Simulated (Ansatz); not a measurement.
Basis-set series for CH5FN2Si, SMILES `N=C[SiH](N)F`. Charge 0, multiplicity 1. Geometry: relaxed with PBE0-D4/def2-TZVP. It is one conformer, not always the lowest.

| functional | basis | functions | energy (Eh) | HOMO (eV) | LUMO (eV) |
| --- | --- | --- | --- | --- | --- |
| PBE0-D4 | def2-SVP | 99 | -539.34855 | -7.05 | -0.84 |
| PBE0-D4 | def2-TZVPP | 236 | -539.76237 | -7.29 | -1.15 |
| ωB97M-V | def2-SVP | 99 | -539.62825 | -9.36 | 1.45 |
| ωB97M-V | def2-TZVPP | 236 | -540.05152 | -9.62 | 1.00 |

Q: Give the rows for def2-QZVPP. (Estimate.)

A: Computed: 
```json
{"functional": "PBE0-D4", "basis": "def2-QZVPP", "functions": "448", "energy (Eh)": "-539.78707", "HOMO (eV)": "-7.33", "LUMO (eV)": "-1.23"}
{"functional": "ωB97M-V", "basis": "def2-QZVPP", "functions": "448", "energy (Eh)": "-540.07460", "HOMO (eV)": "-9.66", "LUMO (eV)": "0.83"}
```

Positive LUMOs are unbound and depend on the basis.
